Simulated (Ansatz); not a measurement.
CH4ClGe can be A, `[CH3][GeH][Cl]`•, or B, `[CH2][GeH2][Cl]`•.

Isolated molecules relaxed with PBE0-D4/def2-TZVP in Ansatz; ΔE leaves out vibrations. CBS: MP2 limit from def2 TZ/QZ plus the TZ coupled-cluster correction, frozen cores. DFT in def2-TZVPP. B3LYP here is the variant with VWN-RPA as its local correlation; programs differ in this. Open shells (•) are unrestricted, without spin–orbit coupling. For Ge outer-core shells are correlated without core-valence functions, which leaves a few kJ/mol of doubt a bond. Scalar relativity is left out up to krypton.

Q: Which is lower in electronic energy at CCSD(T)/CBS, and by how much? (Estimate.)

A: The calculation gave: A, by 20.3 kcal/mol.

Q: Give E(B) − E(A) in kcal/mol with ωB97M-V, LDA (SPW92), B3LYP, PBE0-D4, B3LYP-D4, r2SCAN-D4, CCSD(T)/def2-TZVPP. (Best estimate.)

A: Computed: ωB97M-V 22.7, LDA (SPW92) 27.0, B3LYP 22.0, PBE0-D4 22.2, B3LYP-D4 22.0, r2SCAN-D4 20.4, CCSD(T)/def2-TZVPP 19.9. None reverses the order clearly.

Q: Does the order hold for the free energy at 298.15 K (harmonic terms from PBE0-D4)? (Estimate.)

A: Ansatz gave: Yes: G(B) − G(A) = +17.1 kcal/mol.

Largest T1 diagnostic: 0.012.

From BLYP to BHLYP (50 % exact exchange), in def2-TZVPP and without D4, E(B) − E(A) moves by −4.0 kcal/mol. In def2-TZVPP, CCSD(T) changes the Hartree–Fock value by +6.6 kcal/mol (the triples alone add +1.0 kcal/mol) and MP2 by +9.0 kcal/mol.
